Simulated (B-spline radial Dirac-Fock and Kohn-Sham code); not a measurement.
**Elastic scattering of 287 eV electrons by atomic neon**

These are calculated numbers from a radial atomic solver; the model is relativistic (Dirac) partial waves in the static field of the Dirac-Fock atom with Furness-McCarthy exchange, without polarisation or absorption potentials. Below a few hundred eV the neglected polarisation potential matters, most of all at small angles.

The run's input, task.json:

```json
{"items": [{
  "Z": 10,
  "q": 0,
  "cfg": [[1, 0, 2], [2, 0, 2], [2, 1, 6]],
  "A": 20,
  "rrms": 3.0055,
  "do": "elastic",
  "energies": [[287.0, 0]],
  "theta": [5, 10, 15, 20, 25, 30, 35, 40, 45, 50, 55, 60, 65, 70, 75, 80, 85, 90, 95, 100, 105, 110, 115, 120, 125, 130, 135, 140, 145, 150, 155, 160, 165, 170, 175]
}]}
```

Command: `python xray2_run.py task.json out`

| θ (°) | dσ/dΩ (a₀²/sr) |
| --- | --- |
| 5 | 5.16 |
| 10 | 4.31 |
| 15 | 3.26 |
| 20 | 2.29 |
| 25 | 1.54 |
| 30 | 1.02 |
| 35 | 0.673 |
| 40 | 0.458 |
| 45 | 0.325 |
| 50 | 0.242 |
| 55 | 0.190 |
| 60 | 0.156 |
| 65 | 0.133 |
| 70 | 0.118 |
| 75 | 0.107 |
| 80 | 0.101 |
| 85 | 0.0967 |
| 90 | 0.0952 |
| 95 | 0.0958 |
| 100 | 0.0980 |
| 105 | 0.102 |
| 110 | 0.106 |
| 115 | 0.112 |
| 120 | 0.118 |
| 125 | 0.125 |
| 130 | 0.132 |
| 135 | 0.139 |
| 140 | 0.146 |
| 145 | 0.152 |
| 150 | 0.158 |
| 155 | 0.163 |
| 160 | 0.167 |
| 165 | 0.171 |
| 170 | 0.174 |
| 175 | 0.175 |

The total elastic cross section is 4.06 a₀², the first transport cross section 1.79 a₀² and the second, weighted with (3/2) sin²θ, 2.05 a₀². The mean deflection is ⟨1 − cos θ⟩ = 0.441, and 19 % of the collisions scatter beyond 90°.

On this grid of angles the cross section has a minimum near 90°, from interference among the few low partial waves with large phase shifts.

Phase shifts modulo π (rad) for κ = −1 to −5: 0.053, -1.408, 0.805, 0.368, 0.175.
